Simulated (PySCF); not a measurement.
# Löwdin shares of the frontier orbitals

Compound: C₇H₉NO.
Geometry (GFN2-xTB, Å), atoms numbered from 1 in this order:
```
atom  x, y, z in Å
C1    -2.826   -0.110   -1.251
C2    -2.260   -0.458   -0.112
C3    -1.404    0.455    0.717
C4    -0.020   -0.131    0.860
C5     0.120   -1.186    1.784
N6     0.184   -2.035    2.553
C7     1.017    0.291    0.120
O8     2.247   -0.248    0.209
C9     3.240    0.323   -0.612
H10   -3.430   -0.796   -1.820
H11   -2.719    0.882   -1.659
H12   -2.377   -1.459    0.283
H13   -1.850    0.560    1.710
H14   -1.342    1.440    0.251
H15    0.884    1.103   -0.589
H16    4.144   -0.257   -0.442
H17    2.963    0.265   -1.669
H18    3.423    1.368   -0.344
```

Method used: TDDFT PBE0/def2-SVPD, vertical, gas phase, core orbitals frozen in the response (PySCF 2.14.0, density-fitted response routines).

Frontier orbitals with the atoms that hold most of them (Löwdin shares over 4%, at most four atoms; ? is withheld):

```tsv
orbital	ε (eV)	atoms
LUMO+2	0.45	C9 25%, C7 13%, H15 13%, H17 10%
LUMO+1	0.14	C1 31%, C2 29%, H11 6%, H10 5%
LUMO	?	?
HOMO	-6.97	?
HOMO-1	-7.87	C1 37%, C2 34%, C3 8%
HOMO-2	-9.39	N6 46%, C5 35%, C3 6%, C4 4%
HOMO-3	-9.88	N6 32%, C5 29%, O8 14%, C9 6%
```

(1) Which atoms hold the LUMO, and with what shares?

(2) Which atoms hold the HOMO, and with what shares?

(3) What is the LUMO energy, and the HOMO–LUMO gap?

Results:

(1) C7 (bonded to C, O and H) 29%; C4 (bonded to 3 C) 18%; N6 (bonded to C) 14%; C5 (bonded to C and N) 11%. By element: carbon 58% or more, nitrogen 14%.

(2) C4 (bonded to 3 C) 25%; O8 (bonded to 2 C) 20%; C7 (bonded to C, O and H) 17%; N6 (bonded to C) 12%. By element: carbon 42% or more, oxygen 20%, nitrogen 12%.

(3) ε(LUMO) = -1.06 eV; the gap is 5.91 eV (0.2172 hartree).

The HOMO–LUMO gap is 5.91 eV. Where does the response calculation put the lowest singlet, and from which orbitals?

S1 is at 5.42 eV (f = 0.303), 0.49 eV below the gap, made of HOMO→LUMO (90%). 

One configuration dominates each of S1, S2, S3 and S6. Which, and how do the shares of the two leading atoms of either orbital change from the occupied to the empty one?

- S1 (5.42 eV, f 0.303), HOMO→LUMO (90%): C4 25% → 18%, O8 20% → at most 11%, C7 17% → 29%
- S2 (5.82 eV, f 0.059), HOMO-1→LUMO (89%): C1 37% → at most 11%, C2 34% → at most 11%, C7 at most 4% → 29%, C4 at most 4% → 18%
- S3 (6.02 eV, f 0.048), HOMO→LUMO+1 (79%): C4 25% → at most 6%, O8 20% → at most 6%, C1 at most 13% → 31%, C2 at most 13% → 29%
- S6 (6.66 eV, f 0.0012), HOMO-2→LUMO (81%): N6 46% → 14%, C5 35% → 11%, C7 at most 5% → 29%, C4 4% → 18%

One conformer stands for the species.
